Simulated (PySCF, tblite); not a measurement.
Isomers of C6H8ClO (doublet state), one GFN2-xTB conformer each. Single-point energies are computed at B3LYP/pcH-1 (PySCF, gas phase, no added dispersion term), electronic only. GFN2-xTB treats the open shell by occupation alone, and not every SCF solution was tested for stability.

```json
{"SMILES": "O[C@@H]1[CH]C=C[C@@H](Cl)C1", "GFN2-xTB relative energy (kJ/mol)": "0.0"}
{"SMILES": "O[C@@]12[CH][C@@H]1C[C@@H](Cl)C2", "GFN2-xTB relative energy (kJ/mol)": "100.6"}
```

Conformers: `[OH:1][C@@H:2]1[CH:3][CH:4]=[CH:5][C@@H:6]([Cl:7])[CH2:8]1` (doublet state) with H–O1–C2–C3 -179°, O1–C2–C3–C4 -153°, C2–C3–C4–C5 3°, C4–C5–C6–Cl7 -96°, C5–C6–C8–C2 -49°; `[OH:1][C@@:2]12[CH:3][C@@H:4]1[CH2:5][C@@H:6]([Cl:7])[CH2:8]2` (doublet state) with H–O1–C2–C3 85°, O1–C2–C3–C4 110°, C2–C3–C4–C5 93°, C3–C4–C5–C6 -40°, C4–C5–C6–Cl7 -158°.

Question: What does B3LYP/pcH-1 give for the same structures?

Answer: 
| SMILES | B3LYP/pcH-1 E (Eh) | B3LYP/pcH-1 (kJ/mol) | GFN2-xTB (kJ/mol) | point group |
| --- | --- | --- | --- | --- |
| O[C@@H]1[CH]C=C[C@@H](Cl)C1 | -768.85050 | 0.0 | 0.0 | C1 |
| O[C@@]12[CH][C@@H]1C[C@@H](Cl)C2 | -768.79302 | 150.9 | 100.6 | C1 |

Both levels put the same isomer lowest. As drawn, the higher has a three-membered ring, which the lower lacks.

Question: What happens when harmonic zero-point energies from GFN2-xTB frequencies are added?

Answer: 
```
                          SMILES  ZPE (kJ/mol)  electronic (kJ/mol)  with ZPE (kJ/mol)
     O[C@@H]1[CH]C=C[C@@H](Cl)C1         324.5                  0.0                0.0
O[C@@]12[CH][C@@H]1C[C@@H](Cl)C2         324.1                150.9              150.5
```

The zero-point energies span 0.4 kJ/mol. The order is unchanged.
